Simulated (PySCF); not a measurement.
**Telling isomers of C₈H₁₂O₂ apart by NMR**

[PySCF 2.14.0 with density-fitted response routines: GFN2-xTB structure; shieldings: GIAO PBE0/pcSseg-1; non-relativistic; gas phase; one computed conformer; one averaged value for each set of equivalent atoms]

References, each an isolated molecule treated in the same way: ¹H (σ = 31.72 ppm), ¹³C (σ = 186.93 ppm) vs TMS. Where no couplings were computed, multiplicities follow the n + 1 count of equivalent neighbours, and m marks all less simple cases (inequivalent or close neighbours, rings, F or P nearby). Acid and N–H amide carbonyl carbons lie up to 10 ppm further downfield in solution (hydrogen bonding). Shifts are as computed. Against solution values, carbons near 30 ppm lie about +3 ppm off and those near 130 ppm about +5 ppm. Of 1211 compounds with measured shifts, 218 miss one by over three times the rms of a fit or turn the order of signals round; such compounds aren't used in these exercises. OH and NH positions are gas-phase values without hydrogen bonding to other molecules.

(1) Tabulate the signals of `CC1=C[C@@H](C(=O)O)CCC1`, `CC(C)O[C@@H]1CC=CC1=O`, `C=C1CCC[C@H](C(=O)O)C1` and their relative energies.

(2) What is the quickest way to tell CC1=C[C@@H](C(=O)O)CCC1 from C=C1CCC[C@H](C(=O)O)C1?

(3) What is the quickest way to tell CC(C)O[C@@H]1CC=CC1=O from C=C1CCC[C@H](C(=O)O)C1?

(4) What is the quickest way to tell CC1=C[C@@H](C(=O)O)CCC1 from CC(C)O[C@@H]1CC=CC1=O?

Answers

(1) 
```json
{"SMILES": "CC1=C[C@@H](C(=O)O)CCC1", "carbon types": "2×C 2×CH 3×CH2 1×CH3", "δC": "179.1, 147.9, 125.1, 42.1, 33.4, 27.8, 27.5, 22.7", "δH": "5.92 (br s, 1H), 5.86 (d, 1H), 3.17 (m, 1H), 2.56 (m, 1H), 2.08 (m, 1H), 1.98 (m, 1H), 1.86 (m, 1H), 1.86 (s, 3H), 1.58 (m, 1H), 1.39 (m, 1H)", "E rel. (kcal/mol)": "0.0"}
{"SMILES": "CC(C)O[C@@H]1CC=CC1=O", "carbon types": "1×C 4×CH 1×CH2 2×CH3", "δC": "215.2, 172.6, 140.1, 73.0, 70.7, 42.4, 25.7, 20.4", "δH": "7.91 (m, 1H), 6.25 (d, 1H), 5.05 (m, 1H), 3.73 (m, 1H), 3.02 (m, 1H), 2.64 (m, 1H), 1.13 (d, 3H), 1.09 (d, 3H)", "E rel. (kcal/mol)": "30.0"}
{"SMILES": "C=C1CCC[C@H](C(=O)O)C1", "carbon types": "2×C 1×CH 5×CH2", "δC": "181.6, 156.4, 114.8, 47.8, 41.0, 39.1, 34.9, 32.4", "δH": "6.01 (br s, 1H), 5.08 (m, 1H), 5.07 (m, 1H), 2.57 (m, 1H), 2.37 (m, 1H), 2.31 (m, 1H), 2.30 (m, 1H), 2.09 (m, 1H), 2.05 (m, 1H), 1.96 (m, 1H), 1.52 (m, 1H), 1.38 (m, 1H)", "E rel. (kcal/mol)": "2.5"}
```

Energies are electronic energies at PBE0/pcSseg-1 on these geometries, without zero-point or thermal terms, each for the one conformer computed, which needn't be the lowest.

(2) Both give the same number of carbon signals, but DEPT or the intensities differ. The first has an alkene CH at 125.1 ppm, the second a terminal =CH2 carbon at 114.8 ppm. Their most deshielded carbons lie at 179.1 and 181.6 ppm. In the proton spectra the most deshielded non-exchanging signals are 5.86 (d, 1H) and 5.08 (m, 1H).

(3) Both give the same number of carbon signals, but DEPT or the intensities differ. The first has a β carbon of a C=C–C=O unit (CH) at 172.6 ppm, the second a terminal =CH2 carbon at 114.8 ppm. Their most deshielded carbons lie at 215.2 and 181.6 ppm. In the proton spectra the most deshielded non-exchanging signals are 7.91 (m, 1H) and 5.08 (m, 1H).

(4) Both give the same number of carbon signals, but DEPT or the intensities differ. The first has a fully substituted alkene carbon (C) at 147.9 ppm, the second a β carbon of a C=C–C=O unit (CH) at 172.6 ppm. Their most deshielded carbons lie at 179.1 and 215.2 ppm. In the proton spectra the most deshielded non-exchanging signals are 5.86 (d, 1H) and 7.91 (m, 1H).
